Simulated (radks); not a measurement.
Question: Isoelectronic series with 2 electrons, each ion in its NIST ground configuration. All-electron calculation, non-relativistic Kohn-Sham, BLYP, spin-polarised, spherical densities, point nucleus. Program: a radial shooting solver on a logarithmic mesh with Libxc functionals. Total energies (hartree) and mean radii <r> (bohr):

| ion | configuration | E (hartree) | 1s |
|---|---|---|---|
| He | [He] | -2.90707 | 0.9456 |
| Li+ | [He] | -7.27943 | 0.5789 |
| Be2+ | [He] | -13.65003 | 0.4174 |
| B3+ | [He] | -22.01997 | 0.3264 |
| C4+ | [He] | -32.38963 | 0.2680 |
| N5+ | [He] | -44.75916 | 0.2274 |
| O6+ | [He] | -59.12863 | 0.1974 |
| F7+ | [He] | -75.49807 | 0.1745 |
| Ne8+ | [He] | -93.86750 | 0.1563 |
| Mg10+ | [He] | -136.60637 | 0.1293 |
| Si12+ | [He] | -187.34525 | 0.1103 |
| P13+ | [He] | -215.71470 | 0.1027 |
| S14+ | [He] | -246.08416 | 0.09616 |
| Cl15+ | [He] | -278.45362 | 0.09036 |
| Ar16+ | [He] | -312.82309 | 0.08523 |
| K17+ | [He] | -349.19256 | 0.08064 |
| Ca18+ | [He] | -387.56204 | 0.07653 |
| Sc19+ | [He] | -427.93152 | 0.07281 |
| Ti20+ | [He] | -470.30101 | 0.06944 |
| V21+ | [He] | -514.67050 | 0.06637 |

Estimate the row of Al11+ ([He]).

Answer: E (hartree) -160.97581; 1s 0.1191.
